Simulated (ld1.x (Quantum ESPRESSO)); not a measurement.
osmium (Os), TM semilocal: configuration errors across variants

ld1.x (Quantum ESPRESSO) 7.5 input, shortened:

```
&input
   title='Os', zed=76., rel=1, dft='PBE', iswitch=3,
   config='[Xe] 4f14 5d7 6s1 6p0'
 /
 &inputp
   pseudotype=1, tm=.true., lloc=1,
   nlcc=.false.
 /
3
5S  1  0   2.00   0.00  1.35  1.35  0.0
5D  3  2   7.00   0.00  1.55  1.55  0.0
5P  2  1   6.00   0.00  2.00  2.00  0.0
 &test
   configts(1)='5s2 5p6 5d7 6s1 6p0'
 /
```

Occupied shells without a wave of their own: 6s. They enter only through the test configuration that unscreens the potential.

All-electron excitation energies from the reference (eV): (1) 5s2 5p6 5d6 6s2 6p0 -0.317; (2) 5s2 5p6 5d6 6s1 6p0 9.260; (3) 5s2 5p6 5d6 6s0 6p0 26.174; (4) 5s2 5p6 5d6 6s1 6p1 4.740; (5) 5s2 5p6 5d5 6s0 6p0 55.021; (6) 5s2 5p5 5d6 6s2 6p0 56.599; (7) 5s2 5p6 5d6 6s0 6p2 10.137.

In the semilocal form every listed channel keeps its own potential, so the choice of the local channel does not act on these tests. It acts once the file is put into the separable form.

A semilocal file is local in each channel, so a ghost entry of none says nothing of the separable form that plane-wave codes build from it.

For the base: The 6s level has no wave, so the channel is fitted at the deeper level alone: the likely source of the large errors.

The overlap operator is not positive definite (basis up to 400 Ry) in “type ultrasoft, which also changes the form from semilocal to separable; waves now 5s (bound): rcut 1.30, rcutus 1.35 bohr; 6s (bound): rcut 1.30, rcutus 1.35 bohr; 5p (bound): rcut 1.75, rcutus 2.00 bohr; 6p (bound): rcut 1.75, rcutus 2.00 bohr; 5d (bound): rcut 1.35, rcutus 1.55 bohr; 5d channel at 1.6 Ry: rcut 1.35, rcutus 1.55 bohr; local potential all-electron potential smoothed inside 1.30 bohr (lloc = -1); augmentation PSQ, radius 0.95 bohr”. Such files are unfit for use, however small their errors in these radial tests.

2 further variants failed, have other tests or another functional or relativity, and are left out.

The file “base” misses its own reference levels by 0.5 eV. The file “local potential the d channel” misses its own reference levels by 0.5 eV. The file “wave 5p (bound): rc 2.00 bohr becomes 5p (bound): rc 1.98 bohr” misses its own reference levels by 0.5 eV.

Errors AE − PS in meV (a dash: test not solved or not reliable):

```csv
change,(1),(2),(3),(4),(5),(6),(7),bound ghosts
base,+605,-10,-905,+264,-1201,+813,-75,none
local potential the d channel,+605,-10,-906,+264,-1201,+813,-76,none
wave 5p (bound): rc 2.00 bohr becomes 5p (bound): rc 1.98 bohr,+605,-10,-905,+264,-1201,+813,-75,none
"type ultrasoft, which also changes the form from semilocal to separable; waves now 5s (bound): rcut 1.30, rcutus 1.35 bohr; 6s (bound): rcut 1.30, rcutus 1.35 bohr; 5p (bound): rcut 1.75, rcutus 2.00 bohr; 6p (bound): rcut 1.75, rcutus 2.00 bohr; 5d (bound): rcut 1.35, rcutus 1.55 bohr; 5d channel at 1.6 Ry: rcut 1.35, rcutus 1.55 bohr; local potential all-electron potential smoothed inside 1.30 bohr (lloc = -1); augmentation PSQ, radius 0.95 bohr",+12,+3.7,-0.1,+7.2,+13,-11,+11,not determined (overlap not positive)
```

Question: Give the same row for: all radii scaled by about 0.97 (s 1.30, p 1.94, d 1.50 bohr).

Answer: +494, -8.0, -739, +247, -981, +642, +13; bound ghosts: none.
